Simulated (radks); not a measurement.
Bi+, 82 electrons, occupied as [Hg] 6p2 (the NIST ground configuration). All-electron calculation, scalar-relativistic Kohn-Sham, PBE, spin-polarised, spherical densities, finite nucleus; open shells are filled with parallel spins first (spin-orbit coupling, left out, can overturn this in heavy ions); Fermi nuclear charge, rms radius 5.5211 fm. Program: a radial shooting solver on a logarithmic mesh with Libxc functionals.

Local quantities along the radius. ELF = 1/(1 + alpha^2) is the electron localisation function; alpha = (tau - tau_W)/tau_unif compares the Pauli kinetic energy density with that of the uniform gas (summed over spins); -r V(r) is the screened charge that the Kohn-Sham potential of spin up presents (atomic units); s = |grad rho|/(2 (3 pi^2)^(1/3) rho^(4/3)) is the reduced gradient; 4 pi r^2 rho is in e/bohr. tau is taken from the large components.

| r (bohr) | ELF | alpha | -r V(r) | s | 4 pi r^2 rho |
|---|---|---|---|---|---|
| 0.001763 | 0.999 | 0.02807 | 82.07 | 0.7168 | 28.51 |
| 0.00239 | 0.999 | 0.03397 | 81.72 | 0.6573 | 41.64 |
| 0.003239 | 0.998 | 0.04385 | 81.24 | 0.6236 | 58.55 |
| 0.004389 | 0.996 | 0.06147 | 80.61 | 0.6138 | 78.29 |
| 0.005949 | 0.991 | 0.09569 | 79.79 | 0.6277 | 97.91 |
| 0.008127 | 0.971 | 0.1721 | 78.67 | 0.6657 | 112.6 |
| 0.01101 | 0.891 | 0.3499 | 77.26 | 0.7157 | 116.2 |
| 0.01493 | 0.634 | 0.7601 | 75.46 | 0.7285 | 109.4 |
| 0.02023 | 0.360 | 1.333 | 73.18 | 0.5888 | 103.0 |
| 0.02742 | 0.395 | 1.237 | 70.35 | 0.3446 | 114.2 |
| 0.03746 | 0.656 | 0.7236 | 66.83 | 0.2889 | 143.9 |
| 0.05076 | 0.735 | 0.6007 | 62.64 | 0.3977 | 157.7 |
| 0.0688 | 0.502 | 0.9963 | 57.67 | 0.4759 | 136.3 |
| 0.09324 | 0.365 | 1.319 | 51.98 | 0.2803 | 125.0 |
| 0.1264 | 0.650 | 0.7337 | 45.73 | 0.2382 | 146.9 |
| 0.1726 | 0.635 | 0.7586 | 38.77 | 0.4459 | 126.3 |
| 0.234 | 0.288 | 1.573 | 31.69 | 0.3419 | 85.30 |
| 0.3171 | 0.611 | 0.7971 | 24.84 | 0.1751 | 97.99 |
| 0.4297 | 0.685 | 0.6784 | 18.49 | 0.4186 | 83.76 |
| 0.5824 | 0.354 | 1.352 | 13.28 | 0.5645 | 41.24 |
| 0.7893 | 0.490 | 1.021 | 9.274 | 0.3564 | 27.47 |
| 1.078 | 0.653 | 0.7284 | 6.138 | 0.5193 | 19.49 |
| 1.461 | 0.449 | 1.108 | 4.035 | 0.7440 | 9.422 |
| 1.981 | 0.397 | 1.233 | 2.836 | 0.8543 | 4.148 |
| 2.684 | 0.577 | 0.8564 | 2.210 | 1.116 | 1.821 |
| 3.638 | 0.536 | 0.9313 | 1.749 | 1.947 | 0.5788 |
| 4.97 | 0.179 | 2.138 | 1.510 | 4.296 | 0.09663 |
| 6.736 | 0.011 | 9.303 | 1.328 | 12.76 | 0.007192 |
| 9.129 | 0.000 | 95.76 | 1.107 | 57.43 | 0.0001539 |

On this mesh the ELF has minima near r = 0.024, 0.093, 0.23, 0.68, 1.7 bohr, which separate the shells, and maxima near 0.051 (0.73), 0.15 (0.71), 0.37 (0.71), 1.1 (0.65), 3.1 (0.60).

Self-consistent cycle (total energy in hartree, residual of the potential): 1: -21512.40856, 1e+01; 2: -21522.43298, 6e+00; 3: -21524.13390, 9e-01; 4: -21523.98060, 4e-01; 5: -21523.99864, 2e-02; 6: -21524.00544, 6e-03; 7: -21524.00549, 3e-04; 8: -21524.00550, 8e-04; 9: -21524.00550, 1e-04; 10: -21524.00550, 5e-05; 11: -21524.00550, 2e-06; 12: -21524.00550, 3e-07; 13: -21524.00550, 5e-08; 14: -21524.00550, 1e-08.
